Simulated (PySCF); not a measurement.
C3H7FSi, SMILES C1C(F)C[SiH2]1.

Geometry optimised at ωB97X-D3(BJ)/def2-SVP. This is a generated structure with no PubChem entry under its InChIKey; it may be hypothetical.

Calculation: r2SCAN/def2-TZVP (PySCF).

The molecule is in vacuum.

Computed frontier levels, gap, dipole moment and polarisability:
| Property | Result |
|---|---|
| highest occupied level | -7.35 eV |
| lowest empty level | -0.18 eV |
| orbital gap | 7.17 eV |
| dipole moment | 0.293 e·Å |
| quadrupole, principal values (traceless, Buckingham form, about the centre of nuclear charge) | -7.21, 3.54, 3.66 D·Å |
| mean static polarisability | 61.2 bohr³ (9.06 Å³) |
| polarisability, principal values | 55.2, 58.6, 69.7 bohr³ |
